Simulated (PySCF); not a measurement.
Compound: C7H10O.
Atom-mapped SMILES: `[CH3:1][CH2:2][CH2:3][c:4]1[cH:5][cH:6][o:7][cH:8]1` (hydrogens: H9, H10, H11 on C1; H12, H13 on C2; H14, H15 on C3; H16 on C5; H17 on C6; H18 on C8)

All values: PBE0/pcSseg-1 and CAM-B3LYP/def2-SVPD (PySCF, non-relativistic), on one gas-phase PBE0-D3(BJ)/def2-SVP geometry that isn't relaxed in the solvent. The solvent is an IEF-PCM continuum (cavity from Bondi-type radii × 1.2). Only the electrostatic response of the medium enters.

Gas phase at PBE0/pcSseg-1: HOMO -6.51 eV, LUMO 0.43 eV, dipole 0.88 D.

Task: What does the continuum do to the energy, the frontier levels and the dipole at PBE0/pcSseg-1 in tetrahydrofuran and dichloromethane?

Result: 
| solvent | ε | E(solvent) − E(gas) (kcal/mol) | polarisation term (kcal/mol) | distortion of the solute (kcal/mol) | HOMO (eV) | LUMO (eV) | dipole (D) |
| --- | --- | --- | --- | --- | --- | --- | --- |
| tetrahydrofuran | 7.426 | -2.60 | -2.82 | 0.22 | -6.54 | 0.40 | 1.14 |
| dichloromethane | 8.93 | -2.71 | -2.96 | 0.25 | -6.54 | 0.40 | 1.15 |

The first energy column is the sum of the next two and covers electrostatics alone. From tetrahydrofuran to dichloromethane the lowering changes by a factor 1.04, Onsager's factor (ε − 1)/(2ε + 1) by 1.04 and ε itself by 1.2.

Task: Which Hirshfeld charges (PBE0/pcSseg-1) respond most in dichloromethane (means over atoms taken as equivalent)?

Result: 
| atoms | environment | gas (e) | solvent (e) | change |
| --- | --- | --- | --- | --- |
| O7 | furan-type oxygen | -0.071 | -0.082 | -0.011 |
| H17 | aromatic hydrogen | +0.063 | +0.070 | +0.007 |
| H18 | aromatic hydrogen | +0.061 | +0.067 | +0.006 |
| H16 | aromatic hydrogen | +0.055 | +0.061 | +0.006 |
| C6 | aromatic CH next to a ring oxygen | +0.003 | -0.003 | -0.006 |
| C8 | aromatic CH next to a ring oxygen | -0.002 | -0.007 | -0.005 |
| C5 | aromatic CH carbon | -0.093 | -0.096 | -0.003 |
| H14/H15 | methylene hydrogen | +0.041 | +0.044 | +0.003 |

Gas phase at CAM-B3LYP/def2-SVPD: HOMO -7.81 eV, LUMO 1.32 eV, dipole 0.99 D.

Task: What does the continuum do to the energy, the frontier levels and the dipole at CAM-B3LYP/def2-SVPD in tetrahydrofuran and dichloromethane?

Result: 
```
        solvent      ε  E(solvent) − E(gas) (kcal/mol)  polarisation term (kcal/mol)  distortion of the solute (kcal/mol)  HOMO (eV)  LUMO (eV)  dipole (D)
tetrahydrofuran  7.426                           -2.44                         -2.69                                 0.25      -7.81       1.35        1.31
dichloromethane   8.93                           -2.54                         -2.82                                 0.28      -7.81       1.35        1.32
```

Task: How does the static polarisability (CAM-B3LYP/def2-SVPD, frozen core, with the continuum's full static response) change?

Result: 
```csv
medium,isotropic (au),principal values (au),⟨r²⟩ of the electrons (bohr²)
gas,83.0,"68.4, 83.3, 97.3",1074.7
tetrahydrofuran,106.6,"87.1, 111.3, 121.3",1074.2
dichloromethane,107.8,"88.1, 112.8, 122.4",1074.2
```

The isotropic value in dichloromethane is 1.30 times the gas-phase one; no cavity-field correction is applied. ⟨r²⟩ is taken about the centre of nuclear charge.

On one thread, Intel Xeon Platinum 8488C (x86_64), no GPU, shared host with 96 logical CPUs at a one-minute load of 56, this took 30 s of wall time and 0.98 GiB of memory at its peak. This is the whole shielding run at PBE0/pcSseg-1 in dichloromethane, SCF included.

The values belong to the conformer `[CH3:1][CH2:2][CH2:3][c:4]1[cH:5][cH:6][o:7][cH:8]1`: C1–C2–C3–C4 -62°, C2–C3–C4–C5 -64°.
